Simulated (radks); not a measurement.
Results of a calculation; reference values are marked as such.
The silver ion Ag2+ inside a hard spherical wall (all orbitals vanish at R), configuration held at [Kr] 4d9 and not refilled when levels cross. Code: a radial shooting solver on a logarithmic mesh with Libxc functionals. Model: scalar-relativistic Kohn-Sham, PBE, spin-polarised, spherical densities, point nucleus; open shells are filled with parallel spins first (spin-orbit coupling, left out, can overturn this in heavy ions). Eigenvalues in eV for spin up, with the zero of energy where the potential of the charges vanishes at infinity; a dash marks a level that is unbound or too diffuse for the functional's potential to be trusted. A positive occupied level is held by the wall or, in an anion where self-interaction has pushed it up, behind a barrier. The pressure on the wall is -dE/dV.

[
 {"R (bohr)": "free", "E (hartree)": "-5314.94388", "kinetic (hartree)": "5521.788", "e(3d)": "-381.32", "e(4s)": "-117.96", "e(4p)": "-81.344", "e(4d)": "-29.243", "e(5s, empty)": "-20.950", "e(5p, empty)": "-14.453", "pressure (GPa)": "0"},
 {"R (bohr)": "12", "E (hartree)": "-5314.94388", "kinetic (hartree)": "5521.788", "e(3d)": "-381.32", "e(4s)": "-117.96", "e(4p)": "-81.344", "e(4d)": "-29.243", "e(5s, empty)": "-20.950", "e(5p, empty)": "-14.453", "pressure (GPa)": "< 0.0001"},
 {"R (bohr)": "8", "E (hartree)": "-5314.94388", "kinetic (hartree)": "5521.788", "e(3d)": "-381.32", "e(4s)": "-117.96", "e(4p)": "-81.344", "e(4d)": "-29.243", "e(5s, empty)": "-20.948", "e(5p, empty)": "-14.434", "pressure (GPa)": "0.000134"},
 {"R (bohr)": "7", "E (hartree)": "-5314.94386", "kinetic (hartree)": "5521.789", "e(3d)": "-381.32", "e(4s)": "-117.95", "e(4p)": "-81.343", "e(4d)": "-29.242", "e(5s, empty)": "-20.938", "e(5p, empty)": "-14.369", "pressure (GPa)": "0.00232"},
 {"R (bohr)": "5", "E (hartree)": "-5314.94098", "kinetic (hartree)": "5521.820", "e(3d)": "-381.18", "e(4s)": "-117.84", "e(4p)": "-81.228", "e(4d)": "-29.134", "e(5s, empty)": "-20.441", "e(5p, empty)": "-13.068", "pressure (GPa)": "0.665"},
 {"R (bohr)": "4", "E (hartree)": "-5314.91151", "kinetic (hartree)": "5522.059", "e(3d)": "-380.34", "e(4s)": "-117.11", "e(4p)": "-80.530", "e(4d)": "-28.458", "e(5s, empty)": "-18.188", "e(5p, empty)": "-9.170", "pressure (GPa)": "11.3"},
 {"R (bohr)": "3.5", "E (hartree)": "-5314.83740", "kinetic (hartree)": "5522.556", "e(3d)": "-378.85", "e(4s)": "-115.87", "e(4p)": "-79.346", "e(4d)": "-27.259", "e(5s, empty)": "-14.635", "e(5p, empty)": "-3.951", "pressure (GPa)": "48.5"},
 {"R (bohr)": "3", "E (hartree)": "-5314.58852", "kinetic (hartree)": "5524.008", "e(3d)": "-375.26", "e(4s)": "-113.02", "e(4p)": "-76.622", "e(4d)": "-24.332", "e(5s, empty)": "-6.299", "e(5p, empty)": "7.185", "pressure (GPa)": "226"},
 {"R (bohr)": "2", "E (hartree)": "-5309.93085", "kinetic (hartree)": "5546.152", "e(3d)": "-342.65", "e(4s)": "-89.854", "e(4p)": "-53.050", "e(4d)": "3.858", "e(5s, empty)": "73.458", "e(5p, empty)": "99.661", "pressure (GPa)": "8630"}
]
